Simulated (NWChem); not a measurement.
C2H7AlS; SMILES [AlH]([CH3])[S]C

```xyz
11

Al    -0.5384     0.8728     0.0000
H     -2.1143     0.6482     0.0000
C      0.3382     2.6273     0.0000
H      0.0417     3.2127     0.8804
H      0.0417     3.2127    -0.8804
H      1.4313     2.5559     0.0000
S      0.6973    -0.9406     0.0000
C     -0.5419    -2.3159     0.0000
H     -1.5672    -1.9390     0.0000
H     -0.3838    -2.9280     0.8904
H     -0.3838    -2.9280    -0.8904
```
Atoms are numbered in this order, from 1.

Program: NWChem. Structure relaxed at the B3LYP/6-31G* (spherical d) level. Total energies compare along this basis series because the functional is fixed.

```tsv
level	basis functions	energy (Ha)	highest occupied level (eV)	orbital gap (eV)	dipole (D)
PBE0/cc-pVDZ	99	-720.7278	[?]	6.14	0.97
PBE0/aug-cc-pVDZ	163	-720.7372	-7.04	6.09	1.02
PBE0/cc-pVTZ	226	-720.7852	-7.02	6.16	0.98
```

Task: What belongs in the gaps?

Result: 
- PBE0/cc-pVDZ, highest occupied level (eV): -6.94
